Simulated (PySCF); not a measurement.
# Basis and Hamiltonian dependence of the excitation energy of O⁺

O⁺ [He] 2s2 2p3 (4S) → O⁺ [He] 2s2 2p2 3s1, s spin flipped. Calculated with PySCF 2.14 from differences of total energies of unrestricted determinants, without spin-orbit coupling. Values in eV.

```json
{"basis": "aug-cc-pVDZ-DK", "Hamiltonian": "spin-free X2C", "functions": "23", "UHF": "23.234", "r2SCAN": "23.817", "PBE0": "23.493", "MP2 (valence)": "23.439"}
{"basis": "aug-cc-pwCVDZ", "Hamiltonian": "non-relativistic", "functions": "27", "UHF": "23.214", "r2SCAN": "23.780", "PBE0": "23.447", "MP2 (valence)": "23.429"}
{"basis": "dyall-av2z", "Hamiltonian": "non-relativistic", "functions": "42", "UHF": "23.225", "r2SCAN": "23.810", "PBE0": "23.471", "MP2 (valence)": "23.475"}
{"basis": "aug-cc-pVTZ", "Hamiltonian": "non-relativistic", "functions": "46", "UHF": "23.213", "r2SCAN": "23.806", "PBE0": "23.463", "MP2 (valence)": "23.584"}
{"basis": "aug-cc-pwCVTZ", "Hamiltonian": "non-relativistic", "functions": "59", "UHF": "23.190", "r2SCAN": "23.780", "PBE0": "23.446", "MP2 (valence)": "23.558"}
{"basis": "x2c-QZVPPall with one added diffuse shell each of s, p, d, f type", "Hamiltonian": "spin-free X2C", "functions": "73", "UHF": "23.205", "r2SCAN": "23.797", "PBE0": "23.451", "MP2 (valence)": "23.602"}
{"basis": "dyall-acv3z", "Hamiltonian": "non-relativistic", "functions": "76", "UHF": "23.173", "r2SCAN": "23.786", "PBE0": "23.444", "MP2 (valence)": "23.542"}
```

Frozen in the all-electron rows: valence: 1s2.

In the upper determinant the s electron has its spin opposite to the other open shell, which mixes two multiplicities.
